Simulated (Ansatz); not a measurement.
Program: Ansatz. Geometries: PBE0-D4/def2-TZVP. ΔE: electronic, gas phase. CBS: MP2 limit from def2 TZ/QZ plus the TZ coupled-cluster correction, frozen cores. This one scheme is used for every species. Functionals use def2-TZVPP. Open shells (•) are unrestricted, without spin–orbit coupling. def2 core potentials past Kr. For In outer-core shells are correlated without core-valence functions, which leaves a few kJ/mol of doubt a bond. Each species was taken in one conformer, which may not be the lowest.

Consider the homolysis of the In–O bond: `[NH2][InH][OH]` → `[NH2][InH]`• + `[OH]`•.

```json
{"level": "r2SCAN-D4", "ΔE (kJ/mol)": "374.4", "difference from CCSD(T)/CBS": "-34.0"}
{"level": "B97M-V", "ΔE (kJ/mol)": "384.6", "difference from CCSD(T)/CBS": "-23.8"}
{"level": "r2SCANh-D4", "ΔE (kJ/mol)": "368.6", "difference from CCSD(T)/CBS": "-39.8"}
{"level": "r2SCAN0-D4", "ΔE (kJ/mol)": "360.5", "difference from CCSD(T)/CBS": "-47.9"}
{"level": "PBE-QIDH", "ΔE (kJ/mol)": "387.6", "difference from CCSD(T)/CBS": "-20.8"}
{"level": "r2SCAN", "ΔE (kJ/mol)": "373.6", "difference from CCSD(T)/CBS": "-34.8"}
{"level": "r2SCANh", "ΔE (kJ/mol)": "367.8", "difference from CCSD(T)/CBS": "-40.6"}
{"level": "LC-ωPBE", "ΔE (kJ/mol)": "391.0", "difference from CCSD(T)/CBS": "-17.4"}
{"level": "HF/def2-SVP", "ΔE (kJ/mol)": "231.7", "difference from CCSD(T)/CBS": "-176.7"}
{"level": "HF/def2-QZVPP", "ΔE (kJ/mol)": "243.7", "difference from CCSD(T)/CBS": "-164.7"}
{"level": "CCSD(T)/CBS", "ΔE (kJ/mol)": "408.4", "difference from CCSD(T)/CBS": "0"}
```

Q: What do rigid-rotor, harmonic-oscillator terms from PBE0-D4/def2-TZVP frequencies (298.15 K, 1 bar) make of the CCSD(T)/CBS value? (Best estimate.)

A: Ansatz gave: ΔZPE = -17.0 kJ/mol, ΔH = +396.0 kJ/mol, ΔS = 151 J/(mol·K), ΔG = +351.0 kJ/mol. Open shells count their whole term as degenerate.

Largest T1 diagnostic among the species: 0.019.

From r2SCAN to r2SCAN0 (25 % exact exchange), in def2-TZVPP and without D4, ΔE moves by −14.0 kJ/mol: exact exchange takes away binding that semilocal exchange gives to molecules. At CCSD(T), def2-SVP lies −50.3 kJ/mol from the extrapolated value and def2-TZVPP −21.4 kJ/mol: correlation converges slowly with the basis, and small sets miss more of it in the bonded molecule than in its fragments. In def2-TZVPP, CCSD(T) changes the Hartree–Fock value by +144.9 kJ/mol (the triples alone add +12.4 kJ/mol) and MP2 by +177.4 kJ/mol; breaking electron pairs costs correlation energy, which Hartree–Fock lacks.
